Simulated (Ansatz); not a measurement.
Gas-phase reaction in SMILES: C/C=C(\C)CC + 4 C (CH4) → C=C (C2H4) + 4 CC (C2H6) [ethane]
Each molecule is optimised on its own at B3LYP-D3(BJ)/def2-TZVP (Ansatz, a quantum-chemistry and plane-wave program), one conformer each, not searched for the lowest.
Geometry of the first species:
```xyz
18

C      2.5502    -0.1771    -0.0255
C      1.1385    -0.6427    -0.2035
C      0.0217     0.0875    -0.2338
C     -0.0183     1.5844    -0.0976
C     -1.3205    -0.5801    -0.4097
C     -2.2463    -0.4397     0.8042
H      2.9950    -0.6248     0.8686
H      3.1716    -0.4886    -0.8706
H      2.6355     0.9038     0.0707
H      1.0275    -1.7183    -0.3188
H     -0.6057     2.0243    -0.9093
H      0.9697     2.0385    -0.1149
H     -0.5032     1.8830     0.8358
H     -1.8222    -0.1511    -1.2853
H     -1.1681    -1.6399    -0.6246
H     -2.4876     0.6042     1.0104
H     -1.7772    -0.8581     1.6971
H     -3.1869    -0.9675     0.6363
```

Wanted: bond separation energy (electronic energy difference), in kcal/mol. Valence correlation only, unless marked. Spin-orbit coupling is left out. No relativistic terms. Basis-set limits of correlation are two-point, X^-3; Hartree-Fock from the larger set. The bracket is a focal-point correction in the basis named.

Level to compare with: RI-MP2/CBS(cc-pVTZ,cc-pVQZ)+[CCSD(T)-MP2]/cc-pVTZ (Ansatz), 14.9 kcal/mol. It is a level with limits of its own, and the differences hold the functionals' basis error too.

Q: Rank these functionals by how close they come to RI-MP2/CBS(cc-pVTZ,cc-pVQZ)+[CCSD(T)-MP2]/cc-pVTZ, closest first: BLYP/def2-TZVPD (Ansatz); r2SCAN/def2-TZVPD (Ansatz); PBE0/def2-TZVPD (Ansatz).

A: r2SCAN/def2-TZVPD (meta-GGA, 15.5 kcal/mol, difference 0.6), PBE0/def2-TZVPD (global hybrid, 13.0 kcal/mol, difference -1.9), BLYP/def2-TZVPD (GGA, 10.8 kcal/mol, difference -4.1)
